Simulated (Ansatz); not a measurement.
`N=C=C[O][AlH2]` + `N[Si]1(Cl)CO1` → `[AlH2][NH][Si]1(Cl)CO1` + `N=C=CO`  (ligand exchange at the Al–O bond)

Program: Ansatz. Geometries: PBE0-D4/def2-TZVP. ΔE: electronic, gas phase. CCSD(T)/CBS adds triple-zeta CCSD(T) − MP2 to the extrapolated MP2 energy (def2 sets, frozen cores). DFT in def2-TZVPP. B3LYP here is the variant with VWN-RPA as its local correlation; programs differ in this. One conformer a species, not always the lowest.

`N=C=C[O][AlH2]`:

Cartesian coordinates in Å:
```
N 0.418 -0.389 2.332
C 0.606 -0.589 1.138
C 0.713 -0.947 -0.121
O -0.125 -0.548 -1.111
Al -1.072 0.832 -1.411
H 0.881 0.445 2.700
H 1.522 -1.607 -0.413
H -0.969 2.054 -0.414
H -1.973 0.749 -2.699
```

`N[Si]1(Cl)CO1`:

```xyz
9

N     0.643   -1.237    0.915
Si   -0.237    0.085    0.371
Cl   -0.947    1.045    2.017
C    -0.125    0.946   -1.196
O    -1.203   -0.089   -0.933
H     0.985   -1.954    0.300
H     0.888   -1.369    1.879
H     0.540    0.636   -1.999
H    -0.544    1.938   -1.353
```

`[AlH2][NH][Si]1(Cl)CO1`:

```xyz
11

Al    2.194    0.024    1.287
N     0.953    0.110   -0.011
Si   -0.736    0.194   -0.024
Cl   -1.387    0.464    1.882
C    -1.863   -0.430   -1.270
O    -1.491    1.034   -1.208
H     1.760   -0.062    2.797
H     3.687    0.018    0.767
H     1.334    0.132   -0.951
H    -2.921   -0.590   -1.073
H    -1.530   -0.892   -2.197
```

`N=C=CO`:

Cartesian coordinates in Å:
```
N -0.607 1.660 0.395
C -0.251 0.576 -0.059
C -0.042 -0.643 -0.489
O 0.548 -1.659 0.219
H 0.085 2.405 0.286
H -0.298 -0.910 -1.505
H 0.565 -1.429 1.153
```

```
             level  ΔE (kJ/mol)  difference from CCSD(T)/CBS
            PBE-D4         34.0                         -2.3
         r2SCAN-D4         38.0                          1.7
          B3LYP-D4         40.9                          4.6
           ωB97X-V         38.3                          2.0
           ωB97M-V         37.3                          1.0
            B2PLYP         41.4                          5.1
               PBE         35.6                         -0.7
            r2SCAN         38.4                          2.1
              PBE0         36.3                          0.0
    MP2/def2-TZVPP         36.6                          0.3
   CCSD/def2-TZVPP         37.2                          0.9
CCSD(T)/def2-TZVPP         35.2                         -1.1
     HF/def2-QZVPP         47.1                         10.8
    MP2/def2-QZVPP         37.5                          1.2
      HF/CBS(def2)         47.2                         10.9
    CCSD/CBS(def2)         38.3                          2.0
       CCSD(T)/CBS         36.3                            0
```

Largest T1 diagnostic among the species: 0.015.

In def2-TZVPP, CCSD(T) changes the Hartree–Fock value by −11.2 kJ/mol (the triples alone add −2.0 kJ/mol) and MP2 by −9.8 kJ/mol.
